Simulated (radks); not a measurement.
Task: Coherent X-ray form factor from a spherical all-electron density. Method: non-relativistic Kohn-Sham, LB94 model potential, spin-polarised, spherical densities, point nucleus; computed with a radial shooting solver on a logarithmic mesh with Libxc functionals.

sin(theta)/lambda (1/angstrom),f0 (electrons)
0.05,45.823
0.1,45.300
0.15,44.450
0.2,43.307
0.25,41.912
0.3,40.316
0.4,36.730
0.5,32.966
0.6,29.370
0.8,23.482
1,19.564
1.25,16.528
1.5,14.324
2,10.454

The species is in the configuration that NIST lists as its ground one. Which atom or ion scatters so?

Result: The promethium ion Pm15+, [Kr] 4d10. Extrapolating in s^2 from the first two rows gives f0(0) = 46.0, near the electron count 46; among species with that count, the fall with angle is slower the higher Z, and the table is that of Z = 61; from so few rows the species is fixed only to a neighbour or two.
